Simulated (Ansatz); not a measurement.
Coupled-cluster diagnostics for the cluster Pd2S2, Ansatz.

Geometry of the singlet (PBE0-D4/def2-SVP):

| atom | x (Å) | y (Å) | z (Å) |
| --- | --- | --- | --- |
| Pd1 | -1.087 | -0.425 | 1.205 |
| Pd2 | -1.041 | 0.417 | -1.247 |
| S3 | 1.084 | -0.158 | -0.996 |
| S4 | 1.043 | 0.165 | 1.038 |

In the def2 sets Pd takes a core potential; there is no spin–orbit coupling. Correlated methods freeze 10 core orbitals; core or outer-core shells of Pd are correlated, in sets that lack core-valence functions. No other spin state of charge 0 was run. Another isomer (triplet) lies 0.39 eV lower at PBE0-D4/def2-TZVP; other spin states weren't run for this one.

Question: Estimate the CCSD(T) correlation energy, the shares of MP2 and (T), T1 and the reference's ⟨S²⟩ for: charge 0, singlet, own geometry in def2-TZVP; and the rough time on 4 threads of Arm Neoverse V1 on a shared host.

Answer: 
```json
{"state": "charge 0, singlet, own geometry", "basis": "def2-TZVP", "correlation (eV)": "-37.430", "MP2 share (%)": "101.6", "(T) share (%)": "4.8", "T1": "0.025", "⟨S²⟩ (pure)": "0.00 (0.00)", "wall time": "92 s", "remarks": "restricted SCF unstable"}
```
Customary marks for T1 are 0.02 (closed shells), 0.045 (open shells) and about 0.05 (3d metals). T1 exceeds 0.02 in 1 of 1 rows and 0.045 in 0; the higher it lies, the less the single-reference result can be trusted.
